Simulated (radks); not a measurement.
Task: Species: Ho21+. Configuration: [Kr] 4d10 (the NIST ground configuration). Method: scalar-relativistic Kohn-Sham, LDA (Slater exchange, VWN5 correlation), spin-polarised, spherical densities, finite nucleus; Fermi nuclear charge, rms radius 5.2022 fm; computed with a radial shooting solver on a logarithmic mesh with Libxc functionals. Some entries of the table are withheld. Estimate them.

orbital,occ.,eigenvalue (eV),r(max) (bohr),<r^2> (bohr^2)
1s,2,(1),0.01313,0.0005891
2s,2,-9863.661,0.07469,0.009188
2p,6,-8809.513,0.06063,0.007452
3s,2,-2666.784,0.2114,0.06029
3p,6,(2),0.2078,0.06050
3d,10,-1934.591,(3),0.05048
4s,2,-962.4420,0.4738,0.2776
4p,6,-850.4546,0.4909,0.3032
4d,10,-700.0344,0.4968,0.3276
5s,0,-475.0796,0.9301,0.9735
5p,0,-431.0052,0.9818,1.084

Result: 
(1) 1s eigenvalue (eV): -56022.37
(2) 3p eigenvalue (eV): -2344.446
(3) 3d r(max) (bohr): 0.1696
